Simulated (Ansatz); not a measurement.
Relative stability

Two relaxed structures of NH3TeS, singlet (PBE0-D4/def2-TZVP; forces vanish, vibrations not checked).

A:

```tsv
atom	x (Å)	y (Å)	z (Å)
N1	-0.7908	-0.1042	-1.0786
Te2	0.7142	0.1652	1.9126
S3	-0.2872	-1.1217	0.1499
H4	-0.0426	0.3647	-1.5692
H5	-1.5265	0.5380	-0.8203
H6	2.2545	0.1670	1.2790
```

B:

```
atom    x (Å)    y (Å)    z (Å)
  N1  -1.0054  -0.0168  -1.0765
 Te2  -0.6628  -0.7365   0.7904
  S3   1.5416  -0.6889   1.1511
  H4  -1.0715   0.9952  -1.0165
  H5  -0.1895  -0.2247  -1.6476
  H6  -0.9009  -2.2912   0.1819
```

Program: Ansatz 0.2.0. Basis: def2-TZVPP. Cores are frozen in the correlated methods. Filled d shells of the heavier atoms are correlated. Core potentials replace the inner electrons of the atoms past krypton. The def2 sets are not built for correlating such inner shells, so the correlated values are less sure here. B3LYP uses VWN-RPA correlation.

(1) Which structure is lower at CCSD(T), and by how much? (To be estimated.)

No T1 diagnostic of these runs exceeds 0.016.

Answers

(1) By the calculation: A, by 51.9 kJ/mol (electronic energy, against the other). By their contacts, A is NH₃TeS ([NH2][S][TeH]) and B is NH₃TeS ([NH2][TeH][S]).

All methods give the same order:

| method | E(B) − E(A) (kJ/mol) |
| --- | --- |
| PBE-D4 | 53.8 |
| r2SCAN-D4 | 51.8 |
| PBE0-D4 | 60.5 |
| B3LYP-D4 | 61.1 |
| wB97M-V | 65.3 |
| HF | 74.1 |
| MP2 | 52.5 |
| CCSD | 57.7 |
| CCSD(T) | 51.9 |

Labels in which every atom is bracketed show which atoms are joined, not bond orders.

For scale, one of the runs: CCSD(T)/def2-TZVPP, 165 basis functions, launched by `ansatz run in.yaml --threads 2 --pin off --events-out ev --progress --plain --max-ram 4352MiB`. The run took 58 s on 2 CPU threads of an Arm Neoverse V1 (shared host), with 1.5 GiB of host memory at its peak.
